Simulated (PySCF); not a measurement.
Telling isomers of C₇H₉NO₂ apart by NMR

PySCF 2.14 calculation with structure optimised with GFN2-xTB and GIAO PBE0/pcSseg-1 shieldings; equivalent nuclei averaged, isolated molecule, non-relativistic Hamiltonian, one computed conformer.

References, each an isolated molecule treated in the same way: ¹H, ¹³C vs TMS. Where no couplings were computed, multiplicities follow the n + 1 count of equivalent neighbours, and m marks all less simple cases (inequivalent or close neighbours, rings, F or P nearby). Shifts are as computed. Against solution values, carbons near 30 ppm lie about +3 ppm off and those near 130 ppm about +5 ppm. Of 1211 compounds with measured shifts, 218 miss one by over three times the rms of a fit or turn the order of signals round; such compounds aren't used in these exercises. Groups on amide-type nitrogens are kept apart (slow C–N rotation).

(1) Tabulate the signals of `CN(C)C(=O)[C@H]1C=CC1=O`, `CO[C@H]1CCC(C#N)=CO1` and their relative energies.

(2) What is the quickest way to tell CN(C)C(=O)[C@H]1C=CC1=O from CO[C@H]1CCC(C#N)=CO1?

## Answers

(1) 
```json
{"SMILES": "CN(C)C(=O)[C@H]1C=CC1=O", "carbon types": "2×C 3×CH 2×CH3", "δC": "188.4, 175.5, 171.0, 150.4, 70.6, 36.7, 35.4", "δH": "8.67 (m, 1H), 6.42 (d, 1H), 4.54 (m, 1H), 3.27 (s, 3H), 3.12 (s, 3H)", "E rel. (kcal/mol)": "2.5"}
{"SMILES": "CO[C@H]1CCC(C#N)=CO1", "carbon types": "2×C 2×CH 2×CH2 1×CH3", "δC": "162.4, 122.9, 100.7, 94.3, 57.8, 28.9, 21.5", "δH": "7.17 (s, 1H), 5.09 (m, 1H), 3.72 (s, 3H), 2.64 (m, 1H), 1.98 (m, 1H), 1.86 (m, 1H), 1.51 (m, 1H)", "E rel. (kcal/mol)": "0.0"}
```

Energies are electronic energies at PBE0/pcSseg-1 on these geometries, without zero-point or thermal terms, each for the one conformer computed, which needn't be the lowest.

(2) Both give the same number of carbon signals, but DEPT or the intensities differ. The first has a ketone carbonyl carbon (C) at 188.4 ppm, the second a β carbon of an enol-ether or enamine type C=C (C) at 94.3 ppm. Their most deshielded carbons lie at 188.4 and 162.4 ppm. In the proton spectra the most deshielded non-exchanging signals are 8.67 (m, 1H) and 7.17 (s, 1H).
